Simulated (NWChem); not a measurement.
System: CH3OS, doublet; SMILES O=[S]C

Output (shortened):

```
             Northwest Computational Chemistry Package (NWChem) 7.3.0
             --------------------------------------------------------

 CS  symmetry detected

                             Geometry "geometry" -> ""
                             -------------------------

 Output coordinates in angstroms (scale by  1.889725989 to convert to a.u.)

  No.       Tag          Charge          X              Y              Z
 ---- ---------------- ---------- -------------- -------------- --------------
    1 C                    6.0000     0.36973618     1.39926565     0.00000000
    2 S                   16.0000    -0.51846220    -0.20081861     0.00000000
    3 O                    8.0000     0.55813856    -1.29105468     0.00000000
    4 H                    1.0000     0.99483628     1.47332291     0.89427900
    5 H                    1.0000    -0.37780302     2.19929559     0.00000000
    6 H                    1.0000     0.99483628     1.47332291    -0.89427900

 Effective nuclear repulsion energy (a.u.)     105.5281250036

      Symmetry information
      --------------------

 Group name             Cs
 Group number              2
 Group order               2
 No. of unique centers     5

  pbe96 is a nonlocal functional; adding pw91lda local functional.

                                 NWChem DFT Module
                                 -----------------

 Summary of "ao basis" -> "ao basis" (spherical)
 ------------------------------------------------------------------------------
       Tag                 Description            Shells   Functions and Types
 ---------------- ------------------------------  ------  ---------------------
 C                           3-21g                   5        9   3s2p
 S                           3-21g                   7       13   4s3p
 O                           3-21g                   5        9   3s2p
 H                           3-21g                   2        2   2s

      Symmetry analysis of basis
      --------------------------

        a'         28
        a"          9

            General Information
            -------------------
          SCF calculation type: DFT
          Wavefunction type:  spin polarized.
          No. of atoms     :     6
          No. of electrons :    33
           Alpha electrons :    17
            Beta electrons :    16
          Charge           :     0
          Spin multiplicity:     2
          Use of symmetry is: on ; symmetry adaption is: on
          Maximum number of iterations: 150
          AO basis - number of functions:    37
                     number of shells:    23
          Convergence on energy requested:  1.00D-06
          Convergence on density requested:  1.00D-05
          Convergence on gradient requested:  5.00D-04

              XC Information
              --------------
          PerdewBurkeErnzerhof Exchange Functional  1.000
            Perdew 1991 LDA Correlation Functional  1.000 local
           PerdewBurkeErnz. Correlation Functional  1.000 non-local

             Grid Information
             ----------------
          Grid used for XC integration:  medium
          Radial quadrature: Mura-Knowles
          Angular quadrature: Lebedev.
          Tag              B.-S. Rad. Rad. Pts. Rad. Cut. Ang. Pts.
          ---              ---------- --------- --------- ---------
          C                   0.70       49           7.0       434
          S                   1.00       88           7.0       590
          O                   0.60       49           9.0       434
          H                   0.35       45           8.0       434
          Grid pruning is: on
          Number of quadrature shells:   276
          Spatial weights used:  Erf1

      Superposition of Atomic Density Guess
      -------------------------------------

 Sum of atomic energies:        -508.85699568

      Non-variational initial energy
      ------------------------------

 Total energy =    -509.793632
 1-e energy   =    -911.701710
 2-e energy   =     296.379952
 HOMO         =      -0.178405
 LUMO         =       0.121095

   Symmetry analysis of molecular orbitals - initial alpha
   -------------------------------------------------------

  Numbering of irreducible representations:

     1 a'          2 a"

  Orbital symmetries:

     1 a'          2 a'          3 a'          4 a'          5 a'
     6 a'          7 a"          8 a'          9 a'         10 a'
    11 a'         12 a"         13 a'         14 a"         15 a'
    16 a'         17 a"         18 a'         19 a'         20 a'
    21 a"         22 a'         23 a'         24 a"         25 a'
    26 a'         27 a"

   Symmetry analysis of molecular orbitals - initial beta
   ------------------------------------------------------

  Numbering of irreducible representations:

     1 a'          2 a"

  Orbital symmetries:

     1 a'          2 a'          3 a'          4 a'          5 a'
     6 a'          7 a"          8 a'          9 a'         10 a'
    11 a'         12 a"         13 a'         14 a"         15 a'
    16 a'         17 a"         18 a'         19 a'         20 a'
    21 a"         22 a'         23 a'         24 a"         25 a'
    26 a'         27 a"

     ---------------------------------------------
      Total Density - Mulliken Population Analysis
     ---------------------------------------------

    Atom       Charge   Shell Charges
 -----------   ------   -------------------------------------------------------
    1 C    6     6.87   1.99  0.39  1.51  1.19  1.79
    2 S   16    14.90   2.00  1.96  5.88  1.01  1.98  0.77  1.30
    3 O    8     9.03   1.99  0.45  2.23  1.51  2.85
    4 H    1     0.73   0.41  0.32
    5 H    1     0.74   0.41  0.33
    6 H    1     0.73   0.41  0.32

     --------------------------------------------
      Spin Density - Mulliken Population Analysis
     --------------------------------------------

    Atom       Charge   Shell Charges
 -----------   ------   -------------------------------------------------------
    1 C    6     0.01   0.00  0.00  0.01  0.00  0.00
    2 S   16     0.66   0.00  0.00  0.01  0.00  0.32  0.00  0.33
    3 O    8     0.27   0.00  0.00  0.14  0.00  0.13
    4 H    1     0.03   0.01  0.01
    5 H    1     0.00   0.00  0.00
    6 H    1     0.03   0.01  0.01

   convergence    iter        energy       DeltaE   RMS-Dens  Diis-err
 ---------------- ----- ----------------- --------- --------- ---------
 d= 0,ls=0.0,diis     1   -510.1908208723 -6.16D+02  7.06D-02  2.15D-01
                                                     7.03D-02  2.59D-01
 d= 0,ls=0.0,diis     2   -508.6275263142  1.56D+00  6.17D-02  3.31D+00
                                                     6.00D-02  2.97D+00
 d= 0,ls=0.0,diis     3   -510.3182703189 -1.69D+00  6.11D-03  1.09D-02
                                                     6.36D-03  1.09D-02
 d= 0,ls=0.0,diis     4   -510.3178363304  4.34D-04  3.76D-03  1.28D-02
                                                     3.57D-03  1.20D-02
 d= 0,ls=0.0,diis     5   -510.3250093252 -7.17D-03  4.30D-04  5.34D-04
                                                     4.12D-04  4.35D-04
  Resetting Diis
 d= 0,ls=0.0,diis     6   -510.3252230623 -2.14D-04  1.10D-04  1.35D-05
                                                     7.24D-05  8.46D-06
 d= 0,ls=0.0,diis     7   -510.3252288867 -5.82D-06  6.37D-05  3.67D-07
                                                     5.38D-05  3.83D-07
 d= 0,ls=0.0,diis     8   -510.3252289323 -4.56D-08  2.79D-05  4.12D-07
                                                     2.81D-05  4.04D-07
 d= 0,ls=0.0,diis     9   -510.3252292138 -2.82D-07  4.28D-06  4.40D-08
                                                     5.92D-06  4.92D-08

         Total DFT energy =     -510.325229213817
      One electron energy =     -912.643572618477
           Coulomb energy =      337.205837819550
    Exchange-Corr. energy =      -40.415619418460
 Nuclear repulsion energy =      105.528125003570

 Numeric. integr. density =       32.999998198116

                  Occupations of the irreducible representations
                  ----------------------------------------------

                     irrep           alpha         beta
                     --------     --------     --------
                     a'               13.0         13.0
                     a"                4.0          3.0

                    DFT Final Alpha Molecular Orbital Analysis
                    ------------------------------------------

 Vector   15  Occ=1.000000D+00  E=-3.308398D-01  Symmetry=a'
              MO Center= -2.3D-02, -4.0D-01, -6.6D-13, r^2= 2.7D+00
   Bfn.  Coefficient  Atom+Function         Bfn.  Coefficient  Atom+Function
  ----- ------------  ---------------      ----- ------------  ---------------
    16      0.383396  2 S  px                30      0.338540  3 O  py
    26      0.321230  3 O  py                19     -0.281987  2 S  s
    20      0.199626  2 S  px                28     -0.188216  3 O  s
    12     -0.180878  2 S  px                 3     -0.173905  1 C  px
    35      0.140447  5 H  s                 34      0.126843  5 H  s

 Vector   16  Occ=1.000000D+00  E=-2.164167D-01  Symmetry=a'
              MO Center=  3.3D-01, -6.7D-01,  4.1D-13, r^2= 2.0D+00
   Bfn.  Coefficient  Atom+Function         Bfn.  Coefficient  Atom+Function
  ----- ------------  ---------------      ----- ------------  ---------------
    29     -0.407798  3 O  px                19     -0.386539  2 S  s
     6      0.383298  1 C  s                 25     -0.364219  3 O  px
    30     -0.321348  3 O  py                26     -0.285610  3 O  py
     8     -0.247006  1 C  py                 7     -0.219085  1 C  px
     4     -0.198733  1 C  py                16      0.189784  2 S  px

[...]
```

Level: PBE/3-21G, spin-unrestricted. In the optimisation the excess spin sits in a" (Cs, its own frame). Structure relaxed at the B3LYP/6-31G* (spherical d), spin-unrestricted level. No stability test was run on the SCF state.

Question: Write an input that gives this output.

Answer: This is not unique; one that fits is the input that was run:
```
start job
memory heap 200 mb stack 900 mb global 1100 mb
geometry units angstroms noautoz
  C      0.339292     1.400087     0.000000
  S     -0.517496    -0.217034     0.000000
  O      0.580186    -1.286042     0.000000
  H      0.962827     1.486335     0.894279
  H     -0.423725     2.185369     0.000000
  H      0.962827     1.486335    -0.894279
end
basis spherical
  * library 3-21g
end
dft
  odft
  mult 2
  xc xpbe96 cpbe96
  iterations 150
  mulliken
end
task dft energy
```
